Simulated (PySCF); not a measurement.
**Vibration and rotation of CdSi**

PBE0 constants of CdSi, ³Σ⁻ (triplet), unpaired electrons π ↑↑ (basis Cd x2c-TZVPPall, Si x2c-TZVPPall; spin-free X2C with a Gaussian nucleus; PySCF 2.14; masses 113.9034 and 27.9769 u):

- ωe: 227.6 cm⁻¹
- ωexe: 1.72 cm⁻¹
- Be: 0.11421 cm⁻¹
- αe: 0.000960 cm⁻¹
- D (centrifugal): 1.15e-07 cm⁻¹
- De to Cd + Si: 0.84 eV

(1) Give the vibrational terms G(v) and spacings up to v = 6.

(2) How well does the Morse estimate ωe²/(4ωexe) reproduce De, and what is D0?

Spin–orbit coupling is left out. The state is the lowest determinant that a PBE0 search found; another state may lie lower at other levels.

## Answers

(1) G(v) = ωe(v+½) − ωexe(v+½)².

| v | G(v) (cm⁻¹) | G(v) − G(v−1) | Bv (cm⁻¹) |
| --- | --- | --- | --- |
| 0 | 113.4 |  | 0.1137 |
| 1 | 337.5 | 224.2 | 0.1128 |
| 2 | 558.2 | 220.7 | 0.1118 |
| 3 | 775.5 | 217.3 | 0.1109 |
| 4 | 989.4 | 213.8 | 0.1099 |
| 5 | 1199.8 | 210.4 | 0.1089 |
| 6 | 1406.7 | 207.0 | 0.1080 |

(2) It gives 0.93 eV, 111 % of the computed De. D0 = De − G(0) = 0.84 − 0.01 = 0.83 eV.
